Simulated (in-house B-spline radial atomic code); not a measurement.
# Two electrons outside the bare core: N VI (N5+)

Computed with an all-electron radial atomic-structure program (B-spline basis): configuration interaction (CI) of the two electrons, alone and with Breit and QED terms (there is no core, so MBPT adds nothing); no-pair Dirac Hamiltonian, finite nucleus. Labels give the configuration (outer n counted up each series) and the leading LS term, or the jj pair where no LS term holds 70 %.

Excitation energies (eV):

```
    level  purity of the LS term  CI alone  CI + MBPT + Breit + QED  Landé g of the LS mixture
  1s2 1S0                    1.0         0                        0                          -
 1s2s 3S1                    1.0    419.86                   419.71                       2.00
1s2p 3P°1                    1.0    426.36                   426.22                       1.50
1s2p 3P°0                    1.0    426.34                   426.22                          -
1s2p 3P°2                    1.0    426.41                   426.25                       1.50
 1s2s 1S0                    1.0    426.49                   426.36                          -
1s2p 1P°1                    1.0         ?                        ?                          ?
 1s3s 3S1                    1.0       495                   494.85                       2.00
 1s3s 1S0                    1.0    496.76                   496.61                          -
1s3p 3P°1                    1.0    496.76                   496.61                       1.50
1s3p 3P°0                    1.0    496.76                   496.61                          -
1s3p 3P°2                    1.0    496.78                   496.62                       1.50
 1s3d 3D1                    1.0    497.68                   497.52                       0.50
 1s3d 3D2                  0.991         ?                        ?                          ?
 1s3d 3D3                    1.0    497.68                   497.52                       1.33
 1s3d 1D2                  0.991    497.72                   497.56                       1.00
1s3p 1P°1                    1.0       498                   497.84                       1.00
 1s4s 3S1                    1.0    520.42                   520.26                       2.00
 1s4s 1S0                    1.0    521.13                   520.97                          -
1s4p 3P°1                    1.0    521.14                   520.98                       1.50
```

(1) Where does 1s3d 3D2 lie?

(2) Where does 1s2p 1P°1 lie?

(3) What is the first ionisation energy?

Some electric-dipole lines (reduced elements in atomic units, length form; vacuum wavelengths from the computed energies):

| upper | lower | D bare (size) | D with core polarisation (size) | λ (nm) | A (s⁻¹) |
| --- | --- | --- | --- | --- | --- |
| 1s2p 3P°1 | 1s2s 3S1 | 0.834 | 0.834 | 190.6 | 6.8e+07 |
| 1s2p 3P°0 | 1s2s 3S1 | 0.482 | 0.482 | 190.55 | 6.8e+07 |
| 1s2p 3P°2 | 1s2s 3S1 | 1.08 | 1.08 | 189.59 | 6.9e+07 |
| 1s2s 1S0 | 1s2p 3P°1 | 0.00734 | 0.00734 | 8922 | 0.15 |
| 1s3s 3S1 | 1s2p 3P°1 | 0.194 | 0.194 | 18.065 | 4.3e+09 |
| 1s3s 1S0 | 1s2p 3P°1 | 0.00134 | 0.00134 | 17.614 | 6.6e+05 |
| 1s3p 3P°1 | 1s2s 3S1 | 0.421 | 0.421 | 16.123 | 2.9e+10 |
| 1s3p 3P°0 | 1s2s 3S1 | 0.243 | 0.243 | 16.123 | 2.9e+10 |
| 1s3p 3P°2 | 1s2s 3S1 | 0.543 | 0.543 | 16.121 | 2.8e+10 |
| 1s3d 3D1 | 1s2p 3P°1 | 0.533 | 0.533 | 17.388 | 3.6e+10 |

Weak lines are less accurate than strong ones.

Results:

(1) 497.68 eV in CI alone and 497.52 eV with all corrections; g = 1.17.

(2) 430.78 eV in CI alone and 430.62 eV with all corrections; g = 1.00.

(3) 551.99 eV to the 1s1/2 state of the next ion (552.15 eV from CI alone). NIST lists 552.06741 ± 8e-05 eV (tabulated theory).
